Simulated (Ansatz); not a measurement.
Basis sets compared for (Cl2Al-mu-PSiH3)2 (Al2Si4P2H12Cl4). Total charge 0; singlet. Geometry PBE-D4/def2-SVP. Ansatz on 4 threads of Arm Neoverse V2 on a shared host; times are rough, and most runs start from earlier orbitals.

Cartesian coordinates in Å:
```
Al -1.449 -0.452 -0.783
Cl -3.158 -0.883 0.423
Cl -1.547 -0.579 -2.911
P 0.484 -1.637 0.039
Si 1.572 -2.854 -1.521
Si 0.032 -2.834 1.902
Al 1.545 0.468 0.551
Cl 1.851 0.658 2.656
Cl 3.129 0.850 -0.827
P -0.453 1.642 -0.120
Si -1.524 2.584 1.633
Si -0.157 3.092 -1.826
H 2.878 -3.318 -0.943
H 1.786 -1.946 -2.692
H 0.720 -4.033 -1.895
H 1.324 -3.335 2.482
H -0.657 -1.897 2.845
H -0.857 -3.986 1.535
H -0.701 3.727 2.148
H -1.665 1.509 2.665
H -2.867 3.072 1.173
H -1.504 3.552 -2.304
H 0.573 2.342 -2.896
H 0.648 4.259 -1.333
```

Binding counts from free atoms (Al doublet, Cl doublet, P quartet, Si triplet, H doublet) in the same basis, without a counterpoise term.

```
           level  functions  energy (Eh)  HOMO (eV)  LUMO (eV)  binding per atom (eV)  wall time
 PBE-D4/def2-SVP        276   -4170.7351      -6.63      -2.17                   3.18        8 s
PBE0-D4/def2-SVP        276   -4171.1363      -7.82      -1.47                   3.17       14 s
```

(1) Estimate the rows for PBE-D4/def2-TZVP, PBE0-D4/def2-TZVP.

Answers

(1) 
```csv
level,functions,energy (Eh),HOMO (eV),LUMO (eV),binding per atom (eV),wall time
PBE-D4/def2-TZVP,516,-4172.1809,-6.72,-2.41,3.17,18 s
PBE0-D4/def2-TZVP,516,-4172.5641,-7.83,-1.67,3.17,52 s
```
